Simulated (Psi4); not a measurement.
H$_{3}$AlCl$_{2}$N (SMILES [NH3]->[Al+]([Cl])[Cl]), charge +1, singlet, at a GFN2-xTB geometry (such geometries of metal compounds can be far from the true shape); R2SCAN/STO-3G in Psi4.

Here is a job for Psi4.
```
memory 2 GB

molecule {
1 1
Al   -0.00023242    0.07547241    0.02415049
Cl    1.37131826    0.92617061   -1.14370739
Cl   -1.40055034    0.20978969    1.43428378
N     0.04797424   -1.91658311   -0.49172590
H    -0.47211617   -2.08812190   -1.35926621
H    -0.36355665   -2.53377754    0.21514531
H     0.99982017   -2.25448524   -0.66755296
}

set {
  basis sto-3g
  scf_type cd
}

energy('r2scan')
print_variables()
```

Q: What does Psi4 print? Leave out banner, timings and long lists.

A: 
```
   => Loading Basis Set <=

    Name: STO-3G
    Role: ORBITAL
    Keyword: BASIS

         ---------------------------------------------------------
                                   SCF
               by Justin Turney, Rob Parrish, Andy Simmonett
                          and Daniel G. A. Smith
                              RKS Reference
         ---------------------------------------------------------

  ==> Geometry <==

    Molecular point group: c1
    Full point group: C1

    Geometry (in Angstrom), charge = 1, multiplicity = 1:

       Center              X                  Y                   Z               Mass
    ------------   -----------------  -----------------  -----------------  -----------------
         AL           0.001446138742     0.005339567225     0.005710002975    26.981538530000
         CL           1.372996818742     0.856037767225    -1.162147877025    34.968852682000
         CL          -1.398871781258     0.139656847225     1.415843292975    34.968852682000
         N            0.049652798742    -1.986715952775    -0.510166387025    14.003074004430
         H           -0.470437611258    -2.158254742775    -1.377706697025     1.007825032230
         H           -0.361878091258    -2.603910382775     0.196704822975     1.007825032230
         H            1.001498728742    -2.324618082775    -0.685993447025     1.007825032230

  Running in c1 symmetry.

  Rotational constants: A =      0.17412  B =      0.06429  C =      0.04731 [cm^-1]
  Rotational constants: A =   5219.94925  B =   1927.24237  C =   1418.18259 [MHz]
  Nuclear repulsion =  254.412953315933294

  Charge       = 1
  Multiplicity = 1
  Electrons    = 56
  Nalpha       = 28
  Nbeta        = 28

  ==> Algorithm <==

  SCF Algorithm Type is CD.
  DIIS enabled.
  MOM disabled.
  Fractional occupation disabled.
  Guess Type is SAD.
  Energy threshold   = 1.00e-06
  Density threshold  = 1.00e-06
  Integral threshold = 1.00e-12

  ==> Primary Basis <==

  Basis Set: STO-3G
    Blend: STO-3G
    Number of shells: 21
    Number of basis functions: 35
    Number of Cartesian functions: 35
    Spherical Harmonics?: true
    Max angular momentum: 1

  ==> DFT Potential <==

   => LibXC <=

    Version 7.1.2
    S. Lehtola, C. Steigemann, M. J. T. Oliveira, and M. A. L. Marques,  SoftwareX 7, 1–5 (2018) (10.1016/j.softx.2017.11.002)

   => Composite Functional: R2SCAN <=

    r2SCAN Meta-GGA XC Functional  (0.1021/acs.jpclett.0c02405)
    J. W. Furness, A. D. Kaplan, J. Ning, J. P. Perdew, J. Sun  J. Phys. Chem. Lett.  11, 8208–8215, 2020

    Deriv               =              1
    GGA                 =           TRUE
    Meta                =           TRUE

    Exchange Hybrid     =          FALSE
    MP2 Hybrid          =          FALSE

   => Exchange Functionals <=

    1.0000   XC_MGGA_X_R2SCAN

   => Correlation Functionals <=

    1.0000   XC_MGGA_C_R2SCAN

   => LibXC Density Thresholds  <==

    XC_MGGA_C_R2SCAN:  1.00E-15
    XC_MGGA_X_R2SCAN:  1.00E-11

   => Molecular Quadrature <=

    Radial Scheme          =       TREUTLER
    Pruning Scheme         =           NONE
    Nuclear Scheme         =       TREUTLER

    Blocking Scheme        =         OCTREE
    BS radius alpha        =              1
    Pruning alpha          =              1
    Radial Points          =             75
    Spherical Points       =            302
    Total Points           =         145743
    Total Blocks           =           1154
    Max Points             =            256
    Max Functions          =             29
    Weights Tolerance      =       1.00E-15

  ==> Integral Setup <==

  ==> CDJK: Cholesky-decomposed J/K Matrices <==

    J tasked:                     Yes
    K tasked:                      No
    wK tasked:                     No
    Integrals threads:              1
    Algorithm:                   Core
    Integral Cache:              NONE
    Schwarz Cutoff:             1E-12
    Cholesky tolerance:      1.00E-04
    No. Cholesky vectors:         142

  Minimum eigenvalue in the overlap matrix is 2.7413343774E-01.
  Reciprocal condition number of the overlap matrix is 1.2137186119E-01.
    Using symmetric orthogonalization.

  ==> Pre-Iterations <==

  SCF Guess: Superposition of Atomic Densities via on-the-fly atomic UHF (no occupation information).

   -------------------------
    Irrep   Nso     Nmo
   -------------------------
     A         35      35
   -------------------------
    Total      35      35
   -------------------------

  ==> Iterations <==

                        Total Energy        Delta E     RMS |[F,P]|

   @RKS iter SAD: -1204.53019612787261   -1.20453e+03   0.00000e+00
   @RKS iter   1: -1205.51421895289673   -9.84023e-01   1.08530e-02 DIIS/ADIIS
   @RKS iter   2: -1205.40731232699682    1.06907e-01   1.57027e-02 DIIS/ADIIS
   @RKS iter   3: -1205.64893395724084   -2.41622e-01   8.78925e-04 DIIS/ADIIS
   @RKS iter   4: -1205.64930458127310   -3.70624e-04   5.88328e-04 DIIS/ADIIS
   @RKS iter   5: -1205.64955420572483   -2.49624e-04   6.53882e-05 DIIS
   @RKS iter   6: -1205.64955901628741   -4.81056e-06   2.62802e-06 DIIS
   @RKS iter   7: -1205.64955902319207   -6.90466e-09   5.74927e-07 DIIS
  Energy and wave function converged.

  ==> Post-Iterations <==

   Electrons on quadrature grid:
      Ntotal   =   56.0000086858 ; deviation = 8.686e-06

    Orbital Energies [Eh]
    ---------------------

    Doubly Occupied:

[...]
      28A     -0.425722

    Virtual:

[...]
      35A      0.217797

    Final Occupation by Irrep:
              A
    DOCC [    28 ]
    NA   [    28 ]
    NB   [    28 ]

  @RKS Final Energy: -1205.64955902319207

   => Energetics <=

    Nuclear Repulsion Energy =            254.4129533159332937
    One-Electron Energy =               -2163.4614056790392169
    Two-Electron Energy =                 786.1518078159357401
    DFT Exchange-Correlation Energy =     -82.7529144760218713
    Empirical Dispersion Energy =           0.0000000000000000
    VV10 Nonlocal Energy =                  0.0000000000000000
    Total Energy =                      -1205.6495590231920687

Computation Completed

Properties will be evaluated at   0.000000,   0.000000,   0.000000 [a0]

Properties computed using the SCF density matrix

 Multipole Moments:

 ------------------------------------------------------------------------------------
     Multipole            Electronic (a.u.)      Nuclear  (a.u.)        Total (a.u.)
 ------------------------------------------------------------------------------------

 L = 1.  Multiply by 2.5417464519 to convert [e a0] to [Debye]
 Dipole X            :         -0.1156963            0.1808053            0.0651090
 Dipole Y            :          4.8969062           -7.5543164           -2.6574102
 Dipole Z            :          1.2931928           -1.9863061           -0.6931133
 Magnitude           :                                                    2.7470847

 ------------------------------------------------------------------------------------

  Variable Map:
  ----------------------------------------------------------------------------
[...]
  Array Variable Map:
  ----------------------------------------------------------------------------
[...]
[...]
```
